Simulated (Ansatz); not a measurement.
## Molecular dynamics of H2OZn

The input (input.yaml):

```yaml
crystal:
  periodic: [false, false, false]
  atoms:
    - { symbol: O, position_ang: [0.152524, -0.63872, -0.076945] }
    - { symbol: Zn, position_ang: [-0.937959, 0.859348, -0.596403] }
    - { symbol: H, position_ang: [0.266362, -1.247482, 0.665661] }
    - { symbol: H, position_ang: [0.574573, 0.966655, -0.012612] }
basis:
  gaussian: { orbitals: def2-TZVP }
hamiltonian:
  xc: cam_b3lyp
md:
  timestep: 0.5
  n_steps: 200
  ensemble: nve
  temperature: 100.0
  initial_velocities: maxwell_boltzmann
  seed: 10741
```

Run as:

```bash
$ ansatz run input.yaml --threads 2 --pin off --max-ram 3072MiB --backend cpu --events-out ev --progress --plain --runs-dir out
```

It starts at the highest image of a converged band. Of that band: Neighbouring images differ by up to 2.1 eV, so the band resolves the path poorly. A vibrational analysis at the climbing image gives one clearly imaginary mode, 1222i cm⁻¹: a first-order saddle point.

Output, in part (one step line in 3, the closing report, with atoms numbered from 0):

```
md step     0: t =     0.00 fs  T =   100.0 K  F+E_penalty+E_count = -50500.00046050 eV  E_kin = 0.025852 eV  conserved = -50499.97460850 eV  (30 SCF iters)
md step     3: t =     1.50 fs  T =    97.8 K  F+E_penalty+E_count = -50499.99986419 eV  E_kin = 0.025271 eV  conserved = -50499.97459282 eV  (37 SCF iters)
md step     6: t =     3.00 fs  T =    97.6 K  F+E_penalty+E_count = -50499.99982092 eV  E_kin = 0.025237 eV  conserved = -50499.97458423 eV  (36 SCF iters)
md step     9: t =     4.50 fs  T =   103.6 K  F+E_penalty+E_count = -50500.00138491 eV  E_kin = 0.026787 eV  conserved = -50499.97459774 eV  (36 SCF iters)
md step    12: t =     6.00 fs  T =   111.4 K  F+E_penalty+E_count = -50500.00337488 eV  E_kin = 0.028805 eV  conserved = -50499.97456988 eV  (35 SCF iters)
md step    15: t =     7.50 fs  T =   133.1 K  F+E_penalty+E_count = -50500.00895524 eV  E_kin = 0.034413 eV  conserved = -50499.97454195 eV  (36 SCF iters)
md step    18: t =     9.00 fs  T =   184.6 K  F+E_penalty+E_count = -50500.02223437 eV  E_kin = 0.047732 eV  conserved = -50499.97450202 eV  (34 SCF iters)
md step    21: t =    10.50 fs  T =   294.6 K  F+E_penalty+E_count = -50500.05050878 eV  E_kin = 0.076164 eV  conserved = -50499.97434487 eV  (34 SCF iters)
md step    24: t =    12.00 fs  T =   552.9 K  F+E_penalty+E_count = -50500.11693091 eV  E_kin = 0.142927 eV  conserved = -50499.97400407 eV  (34 SCF iters)
md step    27: t =    13.50 fs  T =  1161.0 K  F+E_penalty+E_count = -50500.27333689 eV  E_kin = 0.300138 eV  conserved = -50499.97319870 eV  (36 SCF iters)
md step    30: t =    15.00 fs  T =  2579.6 K  F+E_penalty+E_count = -50500.63880264 eV  E_kin = 0.666868 eV  conserved = -50499.97193477 eV  (34 SCF iters)
md step    33: t =    16.50 fs  T =  5273.3 K  F+E_penalty+E_count = -50501.34234032 eV  E_kin = 1.363263 eV  conserved = -50499.97907759 eV  (33 SCF iters)
md step    36: t =    18.00 fs  T =  5267.0 K  F+E_penalty+E_count = -50501.35895151 eV  E_kin = 1.361625 eV  conserved = -50499.99732694 eV  (31 SCF iters)
md step    39: t =    19.50 fs  T =  4704.4 K  F+E_penalty+E_count = -50501.19384329 eV  E_kin = 1.216194 eV  conserved = -50499.97764962 eV  (32 SCF iters)
md step    42: t =    21.00 fs  T =  7467.0 K  F+E_penalty+E_count = -50501.91904998 eV  E_kin = 1.930361 eV  conserved = -50499.98868859 eV  (30 SCF iters)
md step    45: t =    22.50 fs  T =  4847.4 K  F+E_penalty+E_count = -50501.22669200 eV  E_kin = 1.253150 eV  conserved = -50499.97354159 eV  (33 SCF iters)
md step    48: t =    24.00 fs  T =  3343.8 K  F+E_penalty+E_count = -50500.83667671 eV  E_kin = 0.864432 eV  conserved = -50499.97224467 eV  (34 SCF iters)
md step    51: t =    25.50 fs  T =  4136.7 K  F+E_penalty+E_count = -50501.04124920 eV  E_kin = 1.069425 eV  conserved = -50499.97182394 eV  (33 SCF iters)
md step    54: t =    27.00 fs  T =  7313.3 K  F+E_penalty+E_count = -50501.86746399 eV  E_kin = 1.890633 eV  conserved = -50499.97683144 eV  (33 SCF iters)
md step    57: t =    28.50 fs  T =  9145.0 K  F+E_penalty+E_count = -50502.37359627 eV  E_kin = 2.364168 eV  conserved = -50500.00942820 eV  (30 SCF iters)
md step    60: t =    30.00 fs  T =  5892.0 K  F+E_penalty+E_count = -50501.47427888 eV  E_kin = 1.523213 eV  conserved = -50499.95106614 eV  (31 SCF iters)
md step    63: t =    31.50 fs  T =  9720.8 K  F+E_penalty+E_count = -50502.50999296 eV  E_kin = 2.513018 eV  conserved = -50499.99697528 eV  (47 SCF iters)
md step    66: t =    33.00 fs  T =  6544.5 K  F+E_penalty+E_count = -50501.66516461 eV  E_kin = 1.691884 eV  conserved = -50499.97328095 eV  (32 SCF iters)
md step    69: t =    34.50 fs  T =  4440.9 K  F+E_penalty+E_count = -50501.12033076 eV  E_kin = 1.148060 eV  conserved = -50499.97227110 eV  (32 SCF iters)
md step    72: t =    36.00 fs  T =  4833.9 K  F+E_penalty+E_count = -50501.22139807 eV  E_kin = 1.249670 eV  conserved = -50499.97172817 eV  (32 SCF iters)
md step    75: t =    37.50 fs  T =  7800.5 K  F+E_penalty+E_count = -50501.99329802 eV  E_kin = 2.016590 eV  conserved = -50499.97670823 eV  (32 SCF iters)
md step    78: t =    39.00 fs  T =  9814.9 K  F+E_penalty+E_count = -50502.54433172 eV  E_kin = 2.537352 eV  conserved = -50500.00698011 eV  (31 SCF iters)
md step    81: t =    40.50 fs  T =  5383.1 K  F+E_penalty+E_count = -50501.33639861 eV  E_kin = 1.391650 eV  conserved = -50499.94474906 eV  (31 SCF iters)
md step    84: t =    42.00 fs  T =  9350.5 K  F+E_penalty+E_count = -50502.41704283 eV  E_kin = 2.417285 eV  conserved = -50499.99975794 eV  (31 SCF iters)
md step    87: t =    43.50 fs  T =  7333.1 K  F+E_penalty+E_count = -50501.87182696 eV  E_kin = 1.895761 eV  conserved = -50499.97606568 eV  (31 SCF iters)
md step    90: t =    45.00 fs  T =  5134.2 K  F+E_penalty+E_count = -50501.29873724 eV  E_kin = 1.327302 eV  conserved = -50499.97143505 eV  (32 SCF iters)
md step    93: t =    46.50 fs  T =  5872.9 K  F+E_penalty+E_count = -50501.48979681 eV  E_kin = 1.518262 eV  conserved = -50499.97153455 eV  (28 SCF iters)
md step    96: t =    48.00 fs  T =  9294.3 K  F+E_penalty+E_count = -50502.38458645 eV  E_kin = 2.402762 eV  conserved = -50499.98182429 eV  (31 SCF iters)
md step    99: t =    49.50 fs  T =  8995.2 K  F+E_penalty+E_count = -50502.33440170 eV  E_kin = 2.325445 eV  conserved = -50500.00895717 eV  (31 SCF iters)
md step   102: t =    51.00 fs  T =  7290.4 K  F+E_penalty+E_count = -50501.86741240 eV  E_kin = 1.884726 eV  conserved = -50499.98268660 eV  (31 SCF iters)
md step   105: t =    52.50 fs  T =  9908.7 K  F+E_penalty+E_count = -50502.55091422 eV  E_kin = 2.561601 eV  conserved = -50499.98931328 eV  (31 SCF iters)
md step   108: t =    54.00 fs  T =  6352.2 K  F+E_penalty+E_count = -50501.61414997 eV  E_kin = 1.642173 eV  conserved = -50499.97197737 eV  (33 SCF iters)
md step   111: t =    55.50 fs  T =  5022.2 K  F+E_penalty+E_count = -50501.26896796 eV  E_kin = 1.298350 eV  conserved = -50499.97061768 eV  (28 SCF iters)
md step   114: t =    57.00 fs  T =  7106.6 K  F+E_penalty+E_count = -50501.81084277 eV  E_kin = 1.837194 eV  conserved = -50499.97364884 eV  (32 SCF iters)
md step   117: t =    58.50 fs  T = 10299.5 K  F+E_penalty+E_count = -50502.66009950 eV  E_kin = 2.662638 eV  conserved = -50499.99746145 eV  (31 SCF iters)
md step   120: t =    60.00 fs  T =  6033.2 K  F+E_penalty+E_count = -50501.51837442 eV  E_kin = 1.559701 eV  conserved = -50499.95867376 eV  (31 SCF iters)
md step   123: t =    61.50 fs  T =  8870.5 K  F+E_penalty+E_count = -50502.29975073 eV  E_kin = 2.293212 eV  conserved = -50500.00653825 eV  (31 SCF iters)
md step   126: t =    63.00 fs  T =  8392.8 K  F+E_penalty+E_count = -50502.14914179 eV  E_kin = 2.169712 eV  conserved = -50499.97942989 eV  (31 SCF iters)
md step   129: t =    64.50 fs  T =  5757.3 K  F+E_penalty+E_count = -50501.45963578 eV  E_kin = 1.488381 eV  conserved = -50499.97125475 eV  (28 SCF iters)
md step   132: t =    66.00 fs  T =  6061.6 K  F+E_penalty+E_count = -50501.53841842 eV  E_kin = 1.567046 eV  conserved = -50499.97137198 eV  (32 SCF iters)
md step   135: t =    67.50 fs  T =  9252.3 K  F+E_penalty+E_count = -50502.37161610 eV  E_kin = 2.391898 eV  conserved = -50499.97971811 eV  (31 SCF iters)
md step   138: t =    69.00 fs  T =  9685.0 K  F+E_penalty+E_count = -50502.51749296 eV  E_kin = 2.503756 eV  conserved = -50500.01373715 eV  (31 SCF iters)
md step   141: t =    70.50 fs  T =  6503.7 K  F+E_penalty+E_count = -50501.64876963 eV  E_kin = 1.681334 eV  conserved = -50499.96743566 eV  (32 SCF iters)
md step   144: t =    72.00 fs  T =  9972.2 K  F+E_penalty+E_count = -50502.57117426 eV  E_kin = 2.578009 eV  conserved = -50499.99316571 eV  (31 SCF iters)
md step   147: t =    73.50 fs  T =  6537.8 K  F+E_penalty+E_count = -50501.66182159 eV  E_kin = 1.690150 eV  conserved = -50499.97167190 eV  (26 SCF iters)
md step   150: t =    75.00 fs  T =  5363.5 K  F+E_penalty+E_count = -50501.35687757 eV  E_kin = 1.386560 eV  conserved = -50499.97031724 eV  (33 SCF iters)
md step   153: t =    76.50 fs  T =  7784.2 K  F+E_penalty+E_count = -50501.98665784 eV  E_kin = 2.012360 eV  conserved = -50499.97429766 eV  (32 SCF iters)
md step   156: t =    78.00 fs  T = 10828.9 K  F+E_penalty+E_count = -50502.80111898 eV  E_kin = 2.799477 eV  conserved = -50500.00164184 eV  (31 SCF iters)
md step   159: t =    79.50 fs  T =  6549.9 K  F+E_penalty+E_count = -50501.64198088 eV  E_kin = 1.693275 eV  conserved = -50499.94870549 eV  (30 SCF iters)
md step   162: t =    81.00 fs  T =  9620.0 K  F+E_penalty+E_count = -50502.48967208 eV  E_kin = 2.486965 eV  conserved = -50500.00270674 eV  (31 SCF iters)
md step   165: t =    82.50 fs  T =  7970.4 K  F+E_penalty+E_count = -50502.03704007 eV  E_kin = 2.060517 eV  conserved = -50499.97652298 eV  (31 SCF iters)
md step   168: t =    84.00 fs  T =  5647.7 K  F+E_penalty+E_count = -50501.43110806 eV  E_kin = 1.460031 eV  conserved = -50499.97107677 eV  (32 SCF iters)
md step   171: t =    85.50 fs  T =  6348.3 K  F+E_penalty+E_count = -50501.61282411 eV  E_kin = 1.641162 eV  conserved = -50499.97166201 eV  (32 SCF iters)
md step   174: t =    87.00 fs  T =  9641.9 K  F+E_penalty+E_count = -50502.47415215 eV  E_kin = 2.492628 eV  conserved = -50499.98152410 eV  (31 SCF iters)
md step   177: t =    88.50 fs  T =  9430.8 K  F+E_penalty+E_count = -50502.44518678 eV  E_kin = 2.438060 eV  conserved = -50500.00712668 eV  (30 SCF iters)
md step   180: t =    90.00 fs  T =  7268.0 K  F+E_penalty+E_count = -50501.85855278 eV  E_kin = 1.878934 eV  conserved = -50499.97961881 eV  (31 SCF iters)
md step   183: t =    91.50 fs  T =  9269.1 K  F+E_penalty+E_count = -50502.38463343 eV  E_kin = 2.396239 eV  conserved = -50499.98839480 eV  (31 SCF iters)
md step   186: t =    93.00 fs  T =  5839.1 K  F+E_penalty+E_count = -50501.48035628 eV  E_kin = 1.509526 eV  conserved = -50499.97083047 eV  (32 SCF iters)
md step   189: t =    94.50 fs  T =  5236.9 K  F+E_penalty+E_count = -50501.32395335 eV  E_kin = 1.353839 eV  conserved = -50499.97011469 eV  (33 SCF iters)
md step   192: t =    96.00 fs  T =  8244.0 K  F+E_penalty+E_count = -50502.10823769 eV  E_kin = 2.131230 eV  conserved = -50499.97700815 eV  (33 SCF iters)
md step   195: t =    97.50 fs  T = 10198.9 K  F+E_penalty+E_count = -50502.64339361 eV  E_kin = 2.636627 eV  conserved = -50500.00676614 eV  (30 SCF iters)
md step   198: t =    99.00 fs  T =  7230.8 K  F+E_penalty+E_count = -50501.82747385 eV  E_kin = 1.869314 eV  conserved = -50499.95816034 eV  (30 SCF iters)
md step   200: t =   100.00 fs  T = 10019.3 K  F+E_penalty+E_count = -50502.59385890 eV  E_kin = 2.590184 eV  conserved = -50500.00367474 eV  (44 SCF iters)
Total energy: -50502.59396667 eV, -1855.9360963874 hartree
Atom 0 at     1.636563    -2.064603     0.706463 Å, force     1.021512    -0.584319     1.981650 eV/Å
Atom 1 at    -1.350004     1.272623    -0.784380 Å, force     0.005721    -0.005038     0.002796 eV/Å
Atom 2 at     2.494203    -2.484891     0.605503 Å, force     0.473972    -0.273925     1.094244 eV/Å
Atom 3 at     1.517748    -1.969785    -0.194341 Å, force    -1.501205     0.863283    -3.078690 eV/Å
Dipole moment:     0.263829    -0.118378    -0.340638 e Å
```

The run went to its last step. The conserved energy wandered by up to 9.8 meV per atom (net -7.3 meV per atom), which is poor conservation. The system heated up, since it started high on the potential surface and ran downhill. A run of 0.1 ps of so small a system gives no equilibrium averages. The orbitals stay closed-shell, which can raise the energy where a bond breaks towards radicals; this wasn't checked here.

The step under study would form O1–H4 and break Zn2–H4. These pairs go: O1–H4 1.66 → 0.91 Å, Zn2–H4 1.62 → 4.37 Å. In the last frame they stand as after the step (other bonds may differ from the relaxed reactants and products). These pairs come and go: their bonding changes 18 times, last at 95 of 100 fs, so the outcome isn't settled. Also parted: O1–Zn2 1.92 → 4.72 Å. It ends as H2O + Zn. Pairs count as bonded within 1.25 times the sum of covalent radii (0.12 Å more for H–H).

Last frame:

```xyz
4
Properties=species:S:1:pos:R:3
O 1.637 -2.065 0.707
Zn -1.350 1.273 -0.784
H 2.494 -2.485 0.606
H 1.518 -1.970 -0.194
```

Run time: 7 min on 2 threads of Arm Neoverse N1, on a shared host, peak memory 0.25 GiB.
